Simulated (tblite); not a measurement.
Compound: C6H7O (doublet state).
Structure used (GFN2-xTB), in Å, numbered top down from 1:
```xyz
14
C6H7O angstrom
O      1.8098    0.9571    1.2951
C      2.3527    0.1398    0.5993
C      1.7556   -0.5517   -0.5574
C      0.5006   -0.3814   -0.9066
C     -0.6166    0.4053   -0.5139
C     -2.0248   -0.1531   -0.5620
C     -1.3783    0.0709    0.7603
H      3.3959   -0.1775    0.7954
H      2.4095   -1.2301   -1.0869
H     -0.5116    1.4584   -0.7610
H     -2.1421   -1.1700   -0.9049
H     -2.8157    0.5124   -0.8722
H     -1.0419   -0.7847    1.3247
H     -1.6938    0.9042    1.3680
```

Computed values, GFN2-xTB/tblite, gas phase, harmonic and unscaled. This tight-binding method is rough: wavenumbers can miss measured ones by several per cent, in bad cases by 10 to 20. One conformer, not necessarily the lowest. Open shells enter through the occupations alone, without spin polarisation, and single modes of such species can be off by tens of per cent. The optimisation stopped once no atom felt more than 0.01 eV/Å.

Lowest wavenumbers of the output (negative numbers stand for imaginary wavenumbers):
```
mode    cm-1
  1     -35.5
  2      71.9
  3     120.2
  4     232.3
  5     259.1
  6     416.1
  7     443.8
  8     724.2
  9     755.5
 10     786.7
```

Is this structure a minimum?

Not by this Hessian. 1 mode is imaginary beyond 20i (36i cm⁻¹), so at this level the point lies at or near a first-order saddle. The curvature is small, so loose convergence or finite differences may be the whole cause.

Which atoms move in the imaginary mode?

36i: C7 (carbon bonded to 2 C and 2 H) 22 %, C6 (carbon bonded to 2 C and 2 H) 16 %, O1 (oxygen bonded to C) 13 %. These are shares of the mass-weighted motion.

What is the remedy?

Step along that mode in both directions, optimise again with tighter thresholds and repeat the frequencies. The zero-point energy of this point (67.6 kcal/mol) counts the 35 real modes alone, and thermal corrections from it aren't those of a minimum.
